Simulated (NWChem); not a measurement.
System: TiF$_{4}$; SMILES [F][Ti]([F])([F])[F]

Input file for NWChem:

```
start job
memory heap 200 mb stack 900 mb global 1100 mb
geometry units angstroms noautosym noautoz
  Ti    -0.000022     0.000016    -0.000012
  F      1.112429     0.797359    -0.994939
  F      0.822000    -1.070857     1.020179
  F     -1.096179    -0.862670    -0.957797
  F     -0.838240     1.136166     0.932557
end
basis spherical
  * library def2-svp
end
dft
  xc pbe0
  iterations 150
end
driver
  maxiter 120
end
task dft optimize
task dft freq
```

NWChem printed, in part:

```
             Northwest Computational Chemistry Package (NWChem) 7.3.0
             --------------------------------------------------------

                             Geometry "geometry" -> ""
                             -------------------------

 Output coordinates in angstroms (scale by  1.889725989 to convert to a.u.)

  No.       Tag          Charge          X              Y              Z
 ---- ---------------- ---------- -------------- -------------- --------------
    1 Ti                  22.0000    -0.00001521     0.00001024    -0.00000745
    2 F                    9.0000     1.11243579     0.79735324    -0.99493445
    3 F                    9.0000     0.82200679    -1.07086276     1.02018355
    4 F                    9.0000    -1.09617221    -0.86267576    -0.95779245
    5 F                    9.0000    -0.83823321     1.13616024     0.93256155

 Effective nuclear repulsion energy (a.u.)     340.7602153365

                           NWChem Geometry Optimization
                           ----------------------------

 maximum gradient threshold         (gmax) =   0.000450
 rms gradient threshold             (grms) =   0.000300
 maximum cartesian step threshold   (xmax) =   0.001800
 rms cartesian step threshold       (xrms) =   0.001200
 fixed trust radius                (trust) =   0.300000
 source of zmatrix                         =

          -------------------
          Energy Minimization
          -------------------

 Using diagonal initial Hessian

          --------
          Step   0

                                 NWChem DFT Module
                                 -----------------

 Summary of "ao basis" -> "ao basis" (spherical)
 ------------------------------------------------------------------------------
       Tag                 Description            Shells   Functions and Types
 ---------------- ------------------------------  ------  ---------------------
 Ti                         def2-svp                11       31   5s3p2d1f
 F                          def2-svp                 6       14   3s2p1d

[...]

      ----------------------
      Optimization converged
      ----------------------

  Step       Energy      Delta E   Gmax     Grms     Xrms     Xmax
  ---- ---------------- -------- -------- -------- -------- --------
@    3   -1248.12351000 -1.1D-07  0.00002  0.00001  0.00029  0.00060
                                     ok       ok       ok       ok

                         Geometry "geometry" -> "geometry"
                         ---------------------------------

 Output coordinates in angstroms (scale by  1.889725989 to convert to a.u.)

  No.       Tag          Charge          X              Y              Z
 ---- ---------------- ---------- -------------- -------------- --------------
    1 Ti                  22.0000     0.00004731     0.00003094     0.00000962
    2 F                    9.0000     1.13462417     0.81329731    -1.01486753
    3 F                    9.0000     0.83832461    -1.09228234     1.04053349
    4 F                    9.0000    -1.11797721    -0.87983048    -0.97679278
    5 F                    9.0000    -0.85499692     1.15876977     0.95112796

 Effective nuclear repulsion energy (a.u.)     334.1004135734

[...]

 Rotational Constants
 --------------------
 A=   0.111726 cm-1  (  0.160745 K)
 B=   0.111717 cm-1  (  0.160732 K)
 C=   0.111710 cm-1  (  0.160722 K)

 Temperature                      =   298.15K
 frequency scaling parameter      =   1.0000

 Zero-Point correction to Energy  =    6.238 kcal/mol  (  0.009940 au)
 Thermal correction to Energy     =    9.899 kcal/mol  (  0.015776 au)
 Thermal correction to Enthalpy   =   10.492 kcal/mol  (  0.016720 au)

 Total Entropy                    =   77.769 cal/mol-K
   - Translational                =   40.291 cal/mol-K (mol. weight = 121.9416)
   - Rotational                   =   26.539 cal/mol-K (symmetry #  =        1)
   - Vibrational                  =   10.939 cal/mol-K

 Cv (constant volume heat capacity) =   17.507 cal/mol-K
   - Translational                  =    2.979 cal/mol-K
   - Rotational                     =    2.979 cal/mol-K
   - Vibrational                    =   11.549 cal/mol-K

[normal modes left out]

 ----------------------------------------------------------------------------
 Normal Eigenvalue ||           Projected Infra Red Intensities
  Mode   [cm**-1]  || [atomic units] [(debye/angs)**2] [(KM/mol)] [arbitrary]
 ------ ---------- || -------------- ----------------- ---------- -----------
    1       -0.000 ||    0.000000           0.000         0.000       0.000
    2       -0.000 ||    0.000000           0.000         0.000       0.000
    3       -0.000 ||    0.000000           0.000         0.000       0.000
    4        0.000 ||    0.000000           0.000         0.000       0.000
    5        0.000 ||    0.000000           0.000         0.000       0.000
    6        0.000 ||    0.000000           0.000         0.000       0.000
    7      194.726 ||    0.000000           0.000         0.000       0.000
    8      194.736 ||    0.000000           0.000         0.000       0.000
    9      222.204 ||    0.020905           0.482        20.379       3.928
   10      222.206 ||    0.020910           0.482        20.384       3.929
   11      222.219 ||    0.020912           0.482        20.386       3.929
   12      752.309 ||    0.000000           0.000         0.000       0.000
   13      852.279 ||    0.245212           5.657       239.044      46.073
   14      852.342 ||    0.245195           5.657       239.028      46.070
   15      852.424 ||    0.245207           5.657       239.040      46.072
 ----------------------------------------------------------------------------
```

Level: PBE0/def2-SVP. The printed entropy takes a lower symmetry number than the molecule has.
